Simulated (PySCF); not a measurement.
**Two-component Hartree-Fock for Se²⁵⁺ (selenium, charge +25)**

Start: [He] 2s2 2p5; 2p1/2 filled at m_j = -1/2, +1/2; 2p3/2 filled at m_j = -1/2, +1/2, +3/2. Calculated with PySCF 2.14 in an even-tempered Gaussian basis (18 s from 7.8 bohr⁻², ratio 2.4; 12 p from 10 bohr⁻², ratio 2.4; 5 d from 41 bohr⁻², ratio 2.6; 4 f from 62 bohr⁻², ratio 2.6): generalised Hartree-Fock with the X2C-1e Hamiltonian and a Gaussian nucleus; one run each with spin-orbit coupling (SO) switched off, then screened by Boettger's factors.

| spinor shell | electrons | ε, spin-free (eV) | ε, screened SO (eV) | weight of nominal j (screened SO) | rms radius, screened SO (bohr) |
| --- | --- | --- | --- | --- | --- |
| 1s1/2 | 2 | -14045.5 | -14044.1 | 1.000 | 0.0507 |
| 2s1/2 | 2 | -2873.3 | -2872.9 | 1.000 | 0.205 |
| 2p1/2 | 2 | -2693.7 | -2723.3 | 0.984 | 0.179 |
| 2p3/2 | 3 | -2693.7 | -2679.0 | 0.989 | 0.183 |

| quantity | spin-free | screened SO |
| --- | --- | --- |
| E (hartree) | -1962.32226 | -1962.95108 |
| M_J | 3/2 | 3/2 |
| ⟨J²⟩ | 3.750 | 3.750 |
| ⟨L²⟩ | 2.000 | 2.001 |
| ⟨S²⟩ | 0.750 | 0.751 |

Each row is a mean over spinors that exchange with the open shell spreads, by up to 26.289 eV (2s1/2).

Without spin-orbit coupling the j labels of p, d and f shells carry no meaning; the spin-free column gives the mean over the occupied spinors of each nl shell.
